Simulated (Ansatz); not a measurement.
ClO (SMILES [O]Cl), doublet, at a GFN2-xTB geometry. Base run: Ansatz (an electronic-structure program) with PBE0/STO-3G.

Here is a job for Ansatz.
Ansatz 0.2 input:
```yaml
crystal:
  periodic: [false, false, false]
  atoms:
    - {symbol: Cl, position_ang: [-0.00000000, -0.00000000, -0.49281646]}
    - {symbol: O, position_ang: [0.00000000, 0.00000000, 1.04723499]}
basis:
  gaussian:
    orbitals: STO-3G
hamiltonian:
  xc: pbe0
magnetization: {spin_polarized: true, initial_magnetization: 1}
```

The base run was repeated with changes; each row names its change, and settings that it needs were set with it.

```tsv
change	E (Eh)	<S^2>
base	-529.02362	0.751
functional = pbe	-528.93960	0.751
functional = blyp	-529.14499	0.751
functional = B97M-V	-529.18065	0.751
functional = revpbe	-529.12023	0.751
functional = pbe0; dispersion = d4	-529.02410	0.751
functional = blyp; dispersion = d3bjatm	-529.14618	0.751
functional = hse06	-529.01345	0.751
functional = SVWN5	-527.13832	0.751
functional = blyp; dispersion = d3bj	-529.14618	0.751
functional = pbe; dispersion = d4	-528.94018	0.751
functional = hf	-528.31684	0.755
functional = BHLYP	-529.22046	0.751
```

Absolute energies of different levels of theory aren't comparable as measures of quality.
